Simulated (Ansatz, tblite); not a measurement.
Removing an electron: SbF₃. Charge 0, multiplicity 1. Geometry: B3LYP-D4/def2-TZVP. Ansatz, gas phase; energy differences of separate SCF runs; the oxidised species was run as a doublet alone.

```xyz
4

Sb   -0.6588    0.1285    0.3311
F    -0.5427   -0.7439   -1.3551
F     0.6842   -0.9333    1.1598
F     0.5172    1.5487   -0.1358
```

In the def2 sets Sb takes a core potential; there is no spin–orbit coupling. The xTB rows come from tblite. Correlated methods freeze 7 core orbitals; core or outer-core shells of Sb are correlated, in sets that lack core-valence functions.

| level | −HOMO (eV) | vertical IE (eV) | −LUMO (eV) | HOMO–LUMO gap (eV) |
| --- | --- | --- | --- | --- |
| GFN1-xTB | 14.57 | 18.80 | 8.07 | 6.50 |
| GFN2-xTB | 13.65 | 17.60 | 7.77 | 5.88 |
| HF/def2-TZVPP | – | 11.97 | – | – |
| PBE-D4/def2-TZVP | 8.41 | 11.89 | 2.43 | 5.97 |
| r2SCAN-D4/def2-TZVP | 8.79 | 12.11 | 2.24 | 6.55 |
| PBE0-D4/def2-TZVP | 9.82 | 12.27 | 1.70 | 8.12 |
| MP2/def2-TZVPP | – | 12.58 | – | – |
| CCSD/def2-TZVPP | – | 12.51 | – | – |
| CCSD(T)/def2-TZVPP | – | 12.41 | – | – |

  Raw xTB energy differences between charge states are shifted by several eV; the methods need an empirical correction for them.
